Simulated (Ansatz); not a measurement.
Born–Oppenheimer molecular dynamics of FH6N3Si (11 atoms, charge 0, multiplicity 1). It starts from a relaxed structure.

Level of theory: Ansatz, RKS PBE-D4/def2-SVP.

```
ensemble                      : NVE (velocity Verlet)
time step                     : 0.5 fs
steps asked                   : 250
starting velocities drawn for : 1500 K
seed                          : 355442
```

First frame:

```xyz
11
Properties=species:S:1:pos:R:3
Si 0.018 -0.014 -0.161
F 0.117 -0.091 1.490
N 1.606 -0.120 -0.829
H 2.343 -0.630 -0.339
H 1.975 0.719 -1.282
N -0.709 1.486 -0.615
H -1.644 1.442 -1.024
H -0.600 2.315 -0.028
N -0.948 -1.328 -0.729
H -1.683 -1.726 -0.140
H -0.470 -2.054 -1.266
```

Q: What does the run give?

A: All steps were run.

```yaml
steps_done: 250
time_covered: 125 fs
mean_temperature_over_the_second_half: 755 K
spread_of_the_potential_energy_over_the_second_half: 14.7 meV per atom
mean_potential_energy_of_the_second_half_above_the_start: 79.1 meV per atom
```

The conserved energy stayed within 0.6 meV per atom of its start (net change 0.39 meV per atom), so the integration is sound. Over the second half the temperature averaged 0.50 of the 1500 K drawn at the start: a run that starts near a minimum puts about half its kinetic energy into the potential. A run of 0.12 ps of so small a system gives no equilibrium averages.

Q: What happens to the structure?

A: The same pairs are bonded in the first frame and the last. Pairs count as bonded within 1.25 times the sum of covalent radii (0.12 Å more for H–H). This is one draw of velocities; another would differ in detail.

Q: How do temperature and energy run in time?

A: 
```
time (fs)  T (K)  potential energy less start (eV)  conserved less start (meV/atom)
        0   1500                             0.000                             0.00
        4   1184                             0.370                             0.29
        8    890                             0.715                             0.48
       12    764                             0.862                             0.51
       16    824                             0.790                             0.38
       20    832                             0.780                             0.28
       24    645                             0.997                             0.19
       28    397                             1.285                             0.22
       32    395                             1.289                             0.33
       36    478                             1.193                             0.44
       40    595                             1.057                             0.40
       44    731                             0.897                             0.23
       48    654                             0.987                             0.24
       52    709                             0.924                             0.27
       56   1003                             0.580                             0.20
       60   1062                             0.514                             0.33
       64    995                             0.592                             0.43
       68    835                             0.778                             0.42
       72    694                             0.941                             0.36
       76    902                             0.698                             0.27
       80    984                             0.603                             0.26
       84    908                             0.691                             0.20
       88    819                             0.795                             0.24
       92    592                             1.061                             0.43
       96    589                             1.065                             0.48
      100    779                             0.843                             0.32
      104    754                             0.870                             0.16
      108    597                             1.053                             0.21
      112    637                             1.007                             0.24
      116    634                             1.010                             0.30
      120    651                             0.993                             0.44
      124    645                             1.001                             0.48
```

Time of the run: 4 min on 4 threads of Arm Neoverse V1 (shared host), peak memory 0.15 GiB.
